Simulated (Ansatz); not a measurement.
B9As8H24⁻, a nanocrystal cut from wurtzite BAs (hydrogen-capped), relaxed as a singlet with RKS r2SCAN-D4/def2-SVP in Ansatz, starting from the GFN2-xTB geometry. Force threshold 0.03 eV/Å.

Single mean-field runs in def2-SVP are fitted with def2-universal-jkfit.

Start:

```csv
atom,x (Å),y (Å),z (Å)
B1,-2.498,-1.763,-0.752
As2,-3.641,-0.098,-0.535
As3,-0.843,-1.489,0.453
B4,-0.953,0.181,1.669
B5,1.893,-1.378,2.724
As6,0.752,0.329,2.839
B7,-2.866,1.778,-0.708
As8,-1.050,1.698,0.268
B9,1.746,2.098,2.503
As10,-1.810,-1.775,-2.666
B11,0.962,-1.582,-0.554
As12,2.534,-1.311,0.771
B13,-0.556,-0.337,-3.386
As14,0.784,0.011,-1.858
B15,0.726,1.788,-0.795
B16,3.682,0.317,0.260
As17,2.332,1.848,0.543
H18,-3.106,-2.766,-0.489
H19,-4.340,-0.264,0.793
H20,-4.965,-0.277,-1.274
H21,-0.896,-2.730,1.391
H22,-1.986,0.141,2.302
H23,1.187,-2.344,2.883
H24,2.817,-1.331,3.483
H25,0.191,0.394,4.307
H26,-3.609,2.565,-0.191
H27,-2.724,1.990,-1.884
H28,-1.054,3.012,1.081
H29,0.986,3.025,2.597
H30,2.700,2.195,3.219
H31,-2.948,-2.120,-3.624
H32,-1.206,-3.145,-2.864
H33,1.013,-2.619,-1.178
H34,3.429,-2.587,0.552
H35,-1.230,0.634,-3.611
H36,-0.007,-0.750,-4.369
H37,2.132,0.082,-2.610
H38,0.716,2.726,-1.547
H39,4.613,0.432,1.003
H40,4.003,0.251,-0.896
H41,3.090,3.169,0.148
```

```
step   energy (eV)  largest force component (eV/Å)  SCF passes
   1  -493147.7848                           1.270          18
   2  -493147.9159                           0.599          26
   3  -493148.1615                           0.074          20
   4  -493148.1690                           0.028          20
```

Force components are those of the run's own axes.

End:

```
atom    x (Å)    y (Å)    z (Å)
  B1  -2.4922  -1.7528  -0.7575
 As2  -3.6711  -0.0862  -0.5182
 As3  -0.8351  -1.5346   0.4964
  B4  -0.9773   0.1652   1.6709
  B5   1.9105  -1.3635   2.7271
 As6   0.7265   0.3260   2.8594
  B7  -2.8544   1.7867  -0.7159
 As8  -1.0469   1.7225   0.3051
  B9   1.7432   2.0861   2.4810
As10  -1.8006  -1.8052  -2.6925
 B11   0.9449  -1.6032  -0.5599
As12   2.5378  -1.3406   0.7573
 B13  -0.5557  -0.3258  -3.3827
As14   0.8240   0.0019  -1.8654
 B15   0.6905   1.7795  -0.8162
 B16   3.6569   0.3254   0.2606
As17   2.3148   1.8820   0.5025
 H18  -3.1267  -2.7580  -0.5094
 H19  -4.3347  -0.2647   0.8247
 H20  -4.8985  -0.2451  -1.3928
 H21  -0.9048  -2.7447   1.3955
 H22  -2.0028   0.1297   2.3275
 H23   1.2446  -2.3639   2.9466
 H24   2.8814  -1.2236   3.4525
 H25   0.1785   0.3928   4.2713
 H26  -3.6113   2.5743  -0.1781
 H27  -2.6868   1.9664  -1.9060
 H28  -1.0379   2.9798   1.1387
 H29   1.0001   3.0436   2.6235
 H30   2.7525   2.1089   3.1670
 H31  -2.9883  -1.9970  -3.6141
 H32  -1.1793  -3.1708  -2.8493
 H33   1.0185  -2.6499  -1.1790
 H34   3.3980  -2.5691   0.5356
 H35  -1.2514   0.6528  -3.5701
 H36   0.0063  -0.7553  -4.3737
 H37   2.1582   0.0407  -2.5685
 H38   0.6618   2.7197  -1.5863
 H39   4.5454   0.4590   1.0868
 H40   4.0352   0.2518  -0.8974
 H41   3.0262   3.1593   0.1028
```

By distances, no bond broke or formed. The bond that changes most is As6–H25, from 1.57 to 1.52 Å (atoms count from 1).

No frequencies were taken in this run, so the end may be a saddle point.

Run time 29 s (2 threads of AMD EPYC 7R13 on a shared host and a share (18 GiB) of an NVIDIA H100 80GB HBM3), peak host memory 1.2 GiB.
